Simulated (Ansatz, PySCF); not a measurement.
Species: AlI, net charge 0, singlet state. SMILES: [Al][I]
Geometry: optimised at B3LYP-D3(BJ)/def2-TZVP (Ansatz, a quantum-chemistry and plane-wave program).

Quantity: atomisation energy (electronic, to ground-state atoms), in kcal/mol. Correlated levels leave the core frozen unless marked. UHF or UKS for open shells. Spin-orbit coupling is left out. The frozen core is the preceding noble-gas configuration, with the filled d and f shells of earlier blocks. Past Kr the def2 sets carry scalar-relativistic core potentials. The coupled-cluster limit lacks core correlation, which all-electron functionals hold. Basis-set limits of correlation are two-point, X^-3; Hartree-Fock from the larger set.

```tsv
level	program	atomisation energy (kcal/mol)
SVWN5/def2-TZVPD	Ansatz	?
BP86/def2-TZVPD	PySCF	91.8
M06-L/def2-TZVPD	PySCF	?
r2SCAN/def2-TZVPD	Ansatz	91.3
B3LYP-D3(BJ)/def2-TZVPD	Ansatz + dftd3	90.9
B3LYP/def2-TZVPD	Ansatz	88.2
PW6B95-D4/def2-TZVPD	PySCF + dftd4	92.5
CAM-B3LYP/def2-TZVPD	Ansatz	?
B2PLYP-D3(BJ)/def2-TZVPD	Ansatz + dftd3	?
CCSD/def2-SVPD	Ansatz	82.6
CCSDT(Q)/def2-SVP	Ansatz	84.4
CCSD(T)/CBS(def2-TZVPPD,def2-QZVPPD)	Ansatz	92.2
```

### Question
What belongs in the gaps?

### Answer

- SVWN5/def2-TZVPD, atomisation energy (kcal/mol): 104.6
- M06-L/def2-TZVPD, atomisation energy (kcal/mol): 91.5
- CAM-B3LYP/def2-TZVPD, atomisation energy (kcal/mol): 87.3
- B2PLYP-D3(BJ)/def2-TZVPD, atomisation energy (kcal/mol): 90.8
